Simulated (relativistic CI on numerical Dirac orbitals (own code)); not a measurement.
## Charge states of calcium

Calculated at this level of theory: Dirac-Coulomb-Breit CI, KLI orbitals optimised for each configuration, model QED, valence Slater integrals scaled by 0.9 (own radial code, finite nucleus).

Each species is treated in one configuration, given outside its closed core. Radial values are for the open shell of highest l, unscaled and averaged over j; ζ includes the Breit term. Labels give the leading LS character, summed over repeated terms.

| Ion | Configuration | Its lowest level | LS weight (%) | g_J | g√(J(J+1)) | ζ (cm⁻¹) | ⟨r⟩ (bohr) | ⟨r²⟩ (bohr²) |
| --- | --- | --- | --- | --- | --- | --- | --- | --- |
| Ca | 4s2 | 1S_0 | 100 |  | 0.00 |  |  |  |
| Ca⁺ | 4s | 2S_1/2 | 100 | 2.002 | 1.73 |  | 3.688 | 15.42 |
| Ca²⁺ | 3s2.3p6 | 1S_0 | 100 |  | 0.00 |  |  |  |
| Ca³⁺ | 3s2.3p5 | 2P°_3/2 | 100 | 1.334 | 2.58 | 2099 | 1.211 | 1.708 |
| Ca⁴⁺ | 3s2.3p4 | 3P_2 | 99 | 1.497 | 3.67 | 2290 | 1.166 | 1.576 |
| Ca⁵⁺ | 3s2.3p3 | 4S°_3/2 | 100 | 2.000 | 3.87 | 2488 | 1.125 | 1.463 |
| Ca⁶⁺ | 3s2.3p2 | 3P_0 | 99 |  | 0.00 | 2694 | 1.089 | 1.367 |
| Ca⁷⁺ | 3s2.3p | 2P°_1/2 | 100 | 0.665 | 0.58 | 2908 | 1.056 | 1.283 |
| Ca⁸⁺ | 3s2 | 1S_0 | 100 |  | 0.00 |  |  |  |
| Ca⁹⁺ | 3s | 2S_1/2 | 100 | 2.002 | 1.73 |  | 0.979 | 1.088 |
| Ca¹⁰⁺ | 2s2.2p6 | 1S_0 | 100 |  | 0.00 |  |  |  |
| Ca¹¹⁺ | 2s2.2p5 | 2P°_3/2 | 100 | 1.332 | 2.58 | 19930 | 0.3122 | 0.1192 |
| Ca¹²⁺ | 2s2.2p4 | 3P_2 | 97 | 1.483 | 3.63 | 21100 | 0.3042 | 0.1129 |
| Ca¹³⁺ | 2s2.2p3 | 4S°_3/2 | 98 | 1.987 | 3.85 | 22330 | 0.2968 | 0.1071 |
| Ca¹⁴⁺ | 2s2.2p2 | 3P_0 | 97 |  | 0.00 | 23620 | 0.2898 | 0.1018 |
| Ca¹⁵⁺ | 2s2.2p | 2P°_1/2 | 100 | 0.663 | 0.57 | 24960 | 0.2833 | 0.09709 |
| Ca¹⁶⁺ | 2s2 | 1S_0 | 100 |  | 0.00 |  |  |  |
| Ca¹⁷⁺ | 2s | 2S_1/2 | 100 | 1.999 | 1.73 |  | 0.3177 | 0.1179 |
| Ca¹⁸⁺ | 1s2 | 1S_0 | 100 |  | 0.00 |  |  |  |

At low charge ζ of a weakly bound d or f electron comes out too small.
